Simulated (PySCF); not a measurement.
## How methods differ on the ionisation energy of Xe(2+)

Xe(2+) [Kr] 4d10 5s2 5p4 (3P) → Xe(3+) [Kr] 4d10 5s2 5p3 (4S), as a difference of total energies. All numbers are calculated (PySCF 2.14, scalar relativity by spin-free X2C-1e, in aug-cc-pVTZ-DK3). Correlated levels: valence: [Kr] 4d10 frozen. The calculations carry no spin-orbit coupling.

| method | ionisation energy (eV) | plus first-order spin-orbit estimate | difference from reference of that sum (eV) |
| --- | --- | --- | --- |
| UHF | 29.356 | 29.809 | -1.241 |
| LDA | 30.829 | 31.282 | +0.232 |
| PBE | 30.480 | 30.933 | -0.117 |
| PBE0 | 30.502 | 30.955 | -0.095 |
| r2SCAN | 30.487 | 30.940 | -0.110 |
| wB97X-V | 30.655 | 31.108 | +0.058 |
| TPSS | 30.473 | 30.926 | -0.124 |
| M06-L | 30.217 | 30.670 | -0.380 |
| M06 | 30.459 | 30.912 | -0.138 |
| MP2 (valence) | 29.994 | 30.447 | -0.603 |
| SCS-MP2 (valence) | 30.061 | 30.514 | -0.536 |

Reference: 31.05 ± 0.04 eV (semi-empirical (NIST evaluation); NIST Atomic Spectra Database, ionization energies).

A first-order spin-orbit estimate (lowest level to lowest level, LS coupling) adds 0.453 eV.

Errors of the correlated levels include the incompleteness of this basis and the frozen core.
